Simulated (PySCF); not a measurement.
A structure optimised at PBE-D3(BJ)/def2-SVP, used in a PySCF frequency run:

```xyz
15

F      2.2325     0.4216     0.7809
Si     1.0016    -0.6630     0.8820
C     -0.3821    -0.1906    -0.2719
Si    -1.1332     1.5262    -0.0785
C     -1.3204    -1.3471    -0.6450
C     -0.3738    -0.8065    -1.6726
H      0.5408    -0.6686     2.3114
H      1.5283    -2.0147     0.4804
H     -2.3290     1.6258    -0.9919
H     -1.5797     1.7528     1.3413
H     -0.1439     2.5962    -0.4485
H     -2.3958    -1.1257    -0.7465
H     -1.1143    -2.3461    -0.2224
H     -0.7894    -0.2078    -2.5004
H      0.4914    -1.4257    -1.9639
```
Charge 0, spin multiplicity 1.

Q: Write its SMILES and formula.

A: F[SiH2]C1([SiH3])CC1, C₃H₉FSi₂

Q: What are its rotational constants (standard atomic weights)?

A: 2.8009, 1.7487, 1.2879 GHz
